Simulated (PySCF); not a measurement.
## A small calculation by hand: dipole moment from atomic charges

SiF2ClBr, SMILES F[Si](F)(Cl)Br. Atoms are numbered in the order given.

```xyz
5

F      1.3011     0.8172    -1.2879
Si     0.3942     0.5431     0.0000
F      1.3011     0.8172     1.2879
Cl    -1.1608     1.8348     0.0000
Br    -0.2630    -1.5287     0.0000
```
Charge 0, spin multiplicity 1.

Geometry optimised at PBE0-D3(BJ)/def2-SVP. This is a generated structure with no PubChem entry under its InChIKey; it may be hypothetical.

Charges (e) from PySCF with PBE/def2-TZVP:

```csv
atom,ESP fit,Mulliken
F1,-0.076,-0.234
Si2,0.108,0.725
F3,-0.076,-0.234
Cl4,0.012,-0.145
Br5,0.031,-0.113
```

The dipole moment of the full density is 0.89 D.

### Question
What dipole moment does each set of point charges give, and which comes closer to that of the density?

### Answer

μ = Σ q r, and 1 e Å = 4.8032 D.
ESP fit: Σ q r = (-0.177, -0.091, 0.000) e Å, |μ| = 0.96 D.
Mulliken: Σ q r = (-0.125, -0.082, 0.000) e Å, |μ| = 0.72 D.
ESP fit comes closer in size. Point charges leave out the atoms' own dipoles (lone pairs, polarised bonds); fits to the potential absorb them, partitions of the density don't.
